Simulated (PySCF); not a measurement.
[Ti(F)4], neutral singlet in the gas phase. 

Z-matrix (Å, degrees):
```
Ti
F 1 1.7443
F 1 1.7443 2 109.47
F 1 1.7443 2 109.47 3 -120.00
F 1 1.7443 2 109.47 3 120.00
```
Charge 0, spin multiplicity 1.

All levels are single points at this geometry (PBE-D3(BJ)/def2-SVP); Pople sets use spherical d functions. Orbital energies aren't observables, and empty levels follow the basis.

TPSSh-D3(BJ)/def2-TZVP in PySCF gives gap (eV) = 7.66.

Task: Estimate the gap (eV) from each of these levels: PBE-D3(BJ)/def2-TZVP in PySCF; B3LYP/3-21G in PySCF; B3LYP/6-311+G** (LANL2DZ on Ti) in PySCF; B3LYP/6-31G* (LANL2DZ on Ti) in PySCF; B3LYP/LANL2DZ in PySCF; BP86/6-31G* (LANL2DZ on Ti) in PySCF; M06-2X/6-31G* (LANL2DZ on Ti) in PySCF; PBE/6-31G* (LANL2DZ on Ti) in PySCF; SVWN5/6-31G* (LANL2DZ on Ti) in PySCF; HF/3-21G in PySCF; HF/6-31G* (LANL2DZ on Ti) in PySCF; HF/STO-3G in PySCF.

Result: 
| level | gap (eV) |
|---|---|
| PBE-D3(BJ)/def2-TZVP in PySCF | 6.33 |
| B3LYP/3-21G in PySCF | 8.20 |
| B3LYP/6-311+G** (LANL2DZ on Ti) in PySCF | 8.29 |
| B3LYP/6-31G* (LANL2DZ on Ti) in PySCF | 8.37 |
| B3LYP/LANL2DZ in PySCF | 8.20 |
| BP86/6-31G* (LANL2DZ on Ti) in PySCF | 6.15 |
| M06-2X/6-31G* (LANL2DZ on Ti) in PySCF | 11.77 |
| PBE/6-31G* (LANL2DZ on Ti) in PySCF | 6.13 |
| SVWN5/6-31G* (LANL2DZ on Ti) in PySCF | 6.19 |
| HF/3-21G in PySCF | 18.12 |
| HF/6-31G* (LANL2DZ on Ti) in PySCF | 18.46 |
| HF/STO-3G in PySCF | 21.34 |
